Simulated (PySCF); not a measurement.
C4H2F3NOS.
Geometry (GFN2-xTB, Å), atoms numbered from 1 in this order:
```xyz
12
C4H2F3NOS angstrom
F      3.188   -0.628    0.593
C      2.130   -0.266   -0.127
F      2.377    0.962   -0.590
F      2.085   -1.075   -1.188
O      1.054   -0.341    0.654
C     -0.162   -0.006    0.100
C     -1.349   -0.067    0.864
C     -2.394    0.315    0.077
S     -1.829    0.704   -1.492
N     -0.276    0.380   -1.139
H     -1.389   -0.367    1.892
H     -3.432    0.388    0.329
```

The calculation used CAM-B3LYP/def2-SVPD in PySCF (dipole) on a GFN2-xTB geometry, gas phase.

Take the most abundant isotopes and a rigid rotor. The values belong to one conformer with, in the numbering `[F:1][C:2]([F:3])([F:4])[O:5][c:6]1[cH:7][cH:8][s:9][n:10]1`, C2–O5–C6–C7 180°.

Task: What are A, B and C (GHz)?

Result: Ia = 166.19, Ib = 708.28, Ic = 787.25 u·Å²; 505379 MHz·u·Å²/I gives 3041, 713.5 and 642.0 MHz, that is A = 3.0409, B = 0.7135, C = 0.6420 GHz.

Task: Classify the top.

Result: A near-prolate asymmetric top: κ = (2 × 713.5 − 3041 − 642.0)/(3041 − 642.0) = -0.94.

Task: Is it planar, by Δ = Ic − Ia − Ib?

Result: Not planar: Δ = Ic − Ia − Ib = -87.22 u·Å². For a rigid frame Δ = −2 Σ m c², so Σ m c² = 43.61 u·Å² lies off the ab plane: 0.00 from hydrogen and 43.61 from heavier atoms. The atom farthest from that plane is 1.07 Å away.

Task: Give the other two planar moments, Paa and Pbb, and the rms extents of the mass along the axes.

Result: Paa = Σ m a² = (Ib + Ic − Ia)/2 = 664.67 and Pbb = Σ m b² = (Ia + Ic − Ib)/2 = 122.58 u·Å². With the mass M = 168.98 u, the rms extents √(P/M) along a, b and c are 1.98, 0.85, 0.51 Å.

Task: List the rotational levels J(Ka,Kc) to J = 3 (K).

Result: Above 0(0,0), as E/k:
J = 1: 1(0,1) 0.065, 1(1,1) 0.177, 1(1,0) 0.180
J = 2: 2(0,2) 0.195, 2(1,2) 0.303, 2(1,1) 0.314, 2(2,1) 0.649, 2(2,0) 0.649
J = 3: 3(0,3) 0.390, 3(1,3) 0.493, 3(1,2) 0.514, 3(2,2) 0.844, 3(2,1) 0.844, 3(3,1) 1.411, 3(3,0) 1.411

Task: Predict some low-J microwave lines.

Result: The dipole components are |μa| = 3.66 D, |μb| = 2.08 D, |μc| = 0.00 D; the mirror of this Cs structure is the ab plane, so μc vanishes by symmetry and there are no c-type lines. The squared components, which scale the intensities, stand as 1.00 : 0.32 (a : b). Some lines, for components of 0.1 D or more:

```
type  branch         J(Ka,Kc)    MHz  lower level (cm⁻¹)
   b       R  2(0,2) ← 1(1,1)    382               0.123
   a       Q  4(1,3) ← 4(1,4)    716               0.519
   a       Q  5(1,4) ← 5(1,5)   1073               0.739
   a       R  2(0,2) ← 1(0,1)   2709               0.045
   a       R  2(1,1) ← 1(1,0)   2783               0.125
   b       Q  5(1,4) ← 5(0,5)   2945               0.676
   a       R  3(1,3) ← 2(1,2)   3958               0.211
   a       R  3(2,2) ← 2(2,1)   4066               0.451
   a       R  3(1,2) ← 2(1,1)   4173               0.218
   b       R  5(0,5) ← 4(1,4)   4720               0.519
   b       R  2(1,2) ← 1(0,1)   4967               0.045
   a       R  4(3,2) ← 3(3,1)   5425               0.981
   a       R  5(1,5) ← 4(1,4)   6592               0.519
   b       Q  4(2,2) ← 4(1,3)   6759               0.543
   a       R  5(4,1) ← 4(4,0)   6781               1.713
   a       R  5(3,3) ← 4(3,2)   6783               1.162
   b       Q  3(2,1) ← 3(1,2)   6884               0.357
   b       R  4(1,4) ← 3(0,3)   7431               0.271
   b       R  2(2,1) ← 1(1,0)   9765               0.125
   b       R  2(2,0) ← 1(1,1)   9838               0.123
   b       Q  3(3,1) ← 3(2,2)  11817               0.587
   b       R  4(2,2) ← 3(1,3)  12750               0.343
   b       R  5(2,4) ← 4(1,3)  13508               0.543
   b       Q  5(4,1) ← 5(3,2)  16537               1.388
   b       R  5(4,1) ← 4(3,2)  23320               1.162
   b       R  5(5,1) ← 4(4,0)  28046               1.713
```

Task: Estimate the classical rotational partition function at 10 K, 25 K and 298.15 K.

Result: Point group Cs, symmetry number σ = 1; q = (√π/σ)·√((kT/h)³/(ABC)), k/h = 20836.6 MHz/K: 4520 at 10 K, 17900 at 25 K, 735000 at 298.15 K.

Whether it is a minimum is left open (no frequencies). Zero-point vibration and centrifugal distortion are left out. Quadrupole hyperfine structure (14N) is left out.
